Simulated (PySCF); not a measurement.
C₆ coefficients of unlike pairs at r2SCAN0

Calculated with PySCF 2.14 from the dipole response of each species, C₆(A,B) = (3/π) ∫ α_A(iu) α_B(iu) du, in atomic units, from isotropic polarisabilities. For ions this is the dispersion term alone; charge-induced terms of lower order in 1/R come first.

| species | configuration | basis | relativity | α (bohr³) | C₆ (like pair) |
| --- | --- | --- | --- | --- | --- |
| Ca²⁺ | [Ar] (1S) | x2c-TZVPPall with one added diffuse shell each of s, p, d type (7s6p4d) | spin-free X2C | 3.227 | 10.61 |
| Ni³⁺ | [Ar] 3d7 (4F) | aug-cc-pVDZ-DK (7s6p4d2f) | spin-free X2C | 1.674 | 3.957 |
| Ag⁺ | [Kr] 4d10 (1S) | aug-cc-pwCVDZ-PP with ECP28MDF (6s6p5d3f) | core potential | 8.667 | 48.72 |

Estimate C₆ for Ag⁺ with Ca²⁺.

The integral gives 22.55. The combination rule 2 C_A C_B / (C_A α_B/α_A + C_B α_A/α_B) gives 22.17 and the geometric mean 22.74.

No spin-orbit coupling is included.

The other pairs:

```
      pair     C₆
Ni³⁺, Ca²⁺  6.304
 Ag⁺, Ni³⁺  13.33
```
